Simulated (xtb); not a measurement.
Cl2Si, triplet, at a GFN2-xTB geometry (the spin is typed, not shown lowest).

Here is a job for xtb.
```
$ xtb mol.xyz --gfn 1 --uhf 2 --json

# file mol.xyz
3

Si     0.00116356     0.00485476     0.75153490
Cl     1.13018859     1.35003223    -0.31993995
Cl    -1.13114682    -1.35403027    -0.29897114
```

Problem. What does this run give for the dipole moment, total energy, partial charges in atom order?

Solution. 
The dipole moment is 1.23 D. The total energy comes out as -10.3070 Eh and the partial charges in atom order is Si1 0.12, Cl2 -0.06, Cl3 -0.06.
